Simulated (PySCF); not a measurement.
Task: Give a PBE0-D3(BJ)/def2-SVP geometry of `F[C@@H]1C=C(C(F)(F)F)[C@H]2C[C@@H]12`.

Result: 
```
atom  x, y, z in Å
F1    -0.3689   -0.5251    2.7703
C2    -0.7919   -0.5922    1.4596
C3     0.2840   -1.1744    0.5857
C4     0.7339   -0.2629   -0.2864
C5     1.8015   -0.4921   -1.3062
F6     2.7426    0.4551   -1.2288
F7     2.3995   -1.6735   -1.1544
F8     1.3018   -0.4475   -2.5465
C9     0.0001    1.0253   -0.1967
C10   -1.4710    0.9177   -0.5192
C11   -1.0131    0.7997    0.8981
H12   -1.7147   -1.2000    1.4489
H13    0.6292   -2.2061    0.6632
H14    0.5288    1.9697   -0.3442
H15   -1.8037    0.0201   -1.0496
H16   -1.9974    1.8350   -0.7957
H17   -1.2677    1.5844    1.6139
```

Any rigid rotation of these coordinates is as good. Atoms count from 1 in this order. The 8 C–C bonds span 1.339 Å (C3=C4, drawn double) to 1.517 Å (C2–C11, drawn single), a spread of 0.178 Å. The 5-membered ring C2–C3–C4–C9–C11 has internal angles of 104.2° to 112.6°; it is almost planar, 0.02 Å rms from its mean plane, widest ring torsion 5°. Of the pairs four or more bonds apart, F7···H13 is among the closest relative to their van der Waals radii: 2.59 Å, 97 % of the sum of Bondi's values. The 3-membered ring C9–C10–C11 has internal angles of 59.3° to 60.4°.

Bonds between heavy atoms (Å): F1–C2 1.379, C2–C3 1.503, C3=C4 1.339, C4–C5 1.494, C5–F6 1.338, C5–F7 1.333, C5–F8 1.338, C4–C9 1.485, C9–C10 1.510, C10–C11 1.494, C2–C11 1.517, C9–C11 1.509.

The calculation used PBE0-D3(BJ)/def2-SVP geometry optimisation, gas phase (PySCF 2.14.0).

Point group: C1 (no symmetry element, even within 0.4 Å). No PBE0-D3(BJ)/def2-SVP frequencies stand behind this structure, so it isn't proved a minimum.
